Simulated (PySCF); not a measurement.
C5H3N, SMILES C#C/C=C\C#N (CAM-B3LYP/def2-SVP optimised geometry):

```
9

C      1.719     1.242     0.000
C      0.511     1.242     0.000
C     -0.912     1.269     0.002
C     -1.708     0.186    -0.043
C     -1.223    -1.158    -0.099
N     -0.862    -2.254    -0.145
H      2.793     1.227     0.000
H     -1.386     2.254     0.042
H     -2.793     0.310    -0.037
```

Method: CAM-B3LYP/def2-TZVP in PySCF.

What are the frontier orbital energies and the dipole moment?

HOMO-2 -11.22 eV, HOMO-1 -10.06 eV, HOMO -9.02 eV, LUMO -1.28 eV, LUMO+1 1.07 eV; dipole moment 3.87 D.

Meta-Löwdin charges at CAM-B3LYP/def2-TZVP: C1 -0.16, C2 -0.04, C3 -0.06, C4 -0.13, C5 0.11, N6 -0.21, H7 0.18, H8 0.15, H9 0.15.
